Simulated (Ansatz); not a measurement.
`C=C([SiH3])CF` + `[OH][Mg][SH]` → `[SiH3][O][Mg][SH]` + `C=CCF`  (ligand exchange at the Si–C bond)

Isolated molecules relaxed with PBE0-D4/def2-TZVP in Ansatz; ΔE leaves out vibrations. CCSD(T)/CBS adds triple-zeta CCSD(T) − MP2 to the extrapolated MP2 energy (def2 sets, frozen cores). This one scheme is used for every species. Functionals use def2-TZVPP. For Mg outer-core shells are correlated without core-valence functions, which leaves a few kJ/mol of doubt a bond. One conformer a species, not always the lowest.

`C=C([SiH3])CF`:

```xyz
12

C    -1.511   -0.491   -0.022
C    -0.241   -0.108    0.095
Si    0.657    0.631   -1.370
C     0.507   -0.251    1.379
F    -0.260   -0.807    2.380
H    -2.052   -0.922    0.815
H    -2.050   -0.385   -0.957
H     1.134    2.005   -1.054
H    -0.277    0.675   -2.522
H     1.851   -0.186   -1.719
H     0.855    0.728    1.732
H     1.388   -0.890    1.242
```

`[OH][Mg][SH]`:

```xyz
5

O    -1.473    0.510    0.933
Mg    0.054   -0.027    0.252
S     2.025   -0.791   -0.613
H    -2.180    1.018    1.307
H     1.574   -0.711   -1.878
```

`[SiH3][O][Mg][SH]`:

Cartesian coordinates in Å:
```
Si -0.152 -1.180 1.430
O 0.005 -0.269 0.107
Mg 0.179 0.744 -1.354
S 0.406 2.008 -3.236
H 0.860 -0.812 2.464
H -1.503 -1.017 2.042
H 0.030 -2.627 1.115
H 0.175 3.153 -2.569
```

`C=CCF`:

Z-matrix (Å, degrees):
```
C
C 1 1.487
F 1 1.377 2 112.0
H 1 1.097 2 110.6 3 120.4
H 1 1.097 2 110.6 3 -120.4
C 2 1.323 1 124.9 3 -0.0
H 2 1.088 1 114.5 3 -180.0
H 6 1.083 2 121.1 1 180.0
H 6 1.083 2 121.1 1 -0.0
```

CCSD(T)/CBS gives -1.28 eV.

Problem. Another level gave -1.25 eV. Which?
A. PBE/def2-TZVPP
B. SCS-MP2/def2-TZVPP
C. HF/def2-TZVPP
D. r2SCAN-D4/def2-TZVPP

Solution. D. r2SCAN-D4 -1.25, SCS-MP2/def2-TZVPP -1.32, PBE -1.15, HF/def2-TZVPP -1.53 eV.

Largest T1 diagnostic among the species: 0.012.

In def2-TZVPP, CCSD(T) changes the Hartree–Fock value by +0.25 eV (the triples alone add +0.04 eV) and MP2 by +0.26 eV. From PBE to PBE0 (25 % exact exchange), in def2-TZVPP and without D4, ΔE moves by −0.06 eV.
